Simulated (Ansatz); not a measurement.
Two spin states of BH-, each at its own minimum; 2S+1 = 2, 4 were tried, and our sources give no spin for the ground state.

Each state is the lowest solution found for its spin in def2 and cc sets.

Frozen-core correlation.

Programs: Ansatz (an electronic-structure program) with Gaussian orbitals. 

```tsv
level	energy of the multiplicity-4 state above the multiplicity-2 state (kJ/mol)
PBE/def2-TZVPP	60.0
PBE0/def2-TZVPP	56.6
wB97X-V/def2-TZVPP	93.4
CCSD/def2-TZVPP	67.5
CCSD(T)/def2-TZVPP	(withheld)
```

**Question.** Complete the blanks.

**Answer.** 
- CCSD(T)/def2-TZVPP, energy of the multiplicity-4 state above the multiplicity-2 state (kJ/mol): 70.7

Doubts at one or more of the structures used: a spin-contaminated determinant (CCSD/def2-TZVPP, CCSD(T)/def2-TZVPP); T1 above 0.05 (CCSD/def2-TZVPP, CCSD(T)/def2-TZVPP).
